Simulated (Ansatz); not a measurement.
A CCSD(T) single point on BF$_{3}$H$_{2}$S.

```yaml
crystal:
  periodic: [false, false, false]
  atoms:
    - {symbol: F, position_ang: [0.514097, -1.099425, 1.528312]}
    - {symbol: B, position_ang: [0.250393, -1.202826, 0.241962]}
    - {symbol: F, position_ang: [-1.001098, -1.327846, -0.156851]}
    - {symbol: F, position_ang: [1.228474, -1.415196, -0.614130]}
    - {symbol: S, position_ang: [0.278630, 1.617165, -0.161440]}
    - {symbol: H, position_ang: [-0.886439, 1.812909, 0.475694]}
    - {symbol: H, position_ang: [-0.322857, 1.547217, -1.359347]}
basis:
  gaussian: {orbitals: cc-pV(T+d)Z}
correlation: {method: ccsd_t}
output: {orbitals: {seedname: orbitals}}
```

```sh
$ ansatz run in.yaml --threads 2 --pin off --events-out ev --progress --plain --max-ram 32768MiB --backend cuda --devices 0, --max-vram 18GiB
```

The program prints (abridged):

```
Functional definition: HF
1130 factors; integrals over basis functions are off by at most 1.4e-3 eV
mean field evaluation 1: about -19644.7943 eV, gradient 4.0e1 eV
mean field evaluation 2: about -19644.9291 eV, gradient 4.0e1 eV
mean field evaluation 4: about -19647.7055 eV, gradient 2.7e0 eV
mean field evaluation 8: about -19647.7445 eV, gradient 2.0e-1 eV
mean field -19647.74477028 eV, -722.0413025880 hartree, gradient 8.7e-6 eV, S^2 0.000000; 0 other end points of the search recorded, 0 dependent functions left out
9 core orbitals not correlated: weight in the atoms' cores, before any rotation towards them, 1.000 or more for the frozen orbitals, at most 0.000 for the correlated occupied ones
reference -19647.74477028 eV, -722.0413025880 hartree; 16, 16 occupied and 162, 162 virtual orbitals, 1130 factors
second order -28.20521089 eV of doubles, -0.00000000 eV of singles
cycle   1  -28.19092772 eV  change    1.4e-2 eV  update   1.0e-1
cycle   2  -28.74457519 eV  change   -5.5e-1 eV  update   2.8e-2
cycle   3  -28.86329187 eV  change   -1.2e-1 eV  update   1.4e-2
cycle   4  -28.84231903 eV  change    2.1e-2 eV  update   2.8e-3
cycle   5  -28.84178400 eV  change    5.4e-4 eV  update   1.1e-3
cycle   6  -28.84231189 eV  change   -5.3e-4 eV  update   2.6e-4
cycle   7  -28.84202036 eV  change    2.9e-4 eV  update   1.0e-4
cycle   8  -28.84200476 eV  change    1.6e-5 eV  update   2.6e-5
perturbative correction -0.90530233 eV, -0.0332692470 hartree
Total energy: -19677.49207737 eV, -723.1344959600 hartree
```

Hardware: 2 threads of an AMD EPYC 7R13 on a shared host and a share of an NVIDIA H100 80 GB. Wall time 4.8 s, peak host memory 0.78 GiB.

Correlation energy per correlated electron: -0.930 eV. T1 diagnostic: 0.0115.
